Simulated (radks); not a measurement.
Question: The molybdenum ion Mo9+ is in [Ar] 3d10 4s2 4p3. All-electron calculation, scalar-relativistic Kohn-Sham, r2SCAN, spin-polarised, spherical densities, finite nucleus; meta-GGA in the generalised Kohn-Sham scheme; Fermi nuclear charge, rms radius of each element as measured or else 0.836 A^(1/3) + 0.57 fm. Program: a radial shooting solver on a logarithmic mesh with Libxc functionals. Open shells are filled with parallel spins first. One electron is removed from 3p, 4s, 3d, 4p in turn, with full relaxation. Which removal costs least, and what does each cost?

Answer: 4p 189.07 eV; 4s 210.31 eV; 3d 403.02 eV; 3p 563.60 eV. The 4p electron leaves first.
